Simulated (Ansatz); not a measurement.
`C[SiH](F)I` → `CI` + `F[SiH]` at 500 K and 1 bar (silylene formation by 1,1-elimination).

Computed with Ansatz on PBE0-D4/def2-TZVP structures; ΔE is electronic, products minus reactants. CBS: MP2 limit from def2 TZ/QZ plus the TZ coupled-cluster correction, frozen cores. This one scheme is used for every species. Elements past krypton have def2 core potentials. For I outer-core shells are correlated without core-valence functions, which leaves a few kJ/mol of doubt a bond.

```json
{"species": "`C[SiH](F)I`", "CCSD(T)/CBS energy (Eh)": "-726.89319", "H − E (kJ/mol)": "168.7", "S (J/(mol·K))": "390.8"}
{"species": "`CI`", "CCSD(T)/CBS energy (Eh)": "-337.29646", "H − E (kJ/mol)": "117.2", "S (J/(mol·K))": "279.4"}
{"species": "`F[SiH]`", "CCSD(T)/CBS energy (Eh)": "-389.46371", "H − E (kJ/mol)": "40.7", "S (J/(mol·K))": "260.3"}
```

H − E and S are ideal-gas, rigid-rotor, harmonic terms from PBE0-D4/def2-TZVP, for one conformer and one mirror image of each species. 1 Eh = 2625.50 kJ/mol, R = 8.31446 J/(mol·K).

Question: By hand: ΔE, ΔH, ΔS and ΔG.

Answer: ΔE = (-337.29646) + (-389.46371) − (-726.89319) = 0.13302 Eh = 349.2 kJ/mol. Δ(H − E) = 117.2 + 40.7 − 168.7 = -10.8, so ΔH = 338.4 kJ/mol. ΔS = 279.4 + 260.3 − 390.8 = 148.9 J/(mol·K). ΔG = 338.4 − 500 × (148.9)/1000 = 263.9 kJ/mol.

Question: By hand: the equilibrium constant, and the temperature at which ΔG would vanish if ΔH and ΔS stayed fixed.

Answer: log₁₀ K = −ΔG/(RT ln 10) = -27.6. ΔG = 0 at ΔH/ΔS = 2273 K.

The number of gas molecules changes by +1, which sets the sign of ΔS. A doubt of 5 kJ/mol in ΔE shifts log₁₀ K by 0.5 here. Other conformers and mirror images would add mixing entropy, several J/(mol·K) or more a flexible species. These are equilibria of isolated gas molecules and say nothing of rates. Largest T1 diagnostic: 0.015 (customary marks: 0.02 for closed shells, 0.045 for open ones).
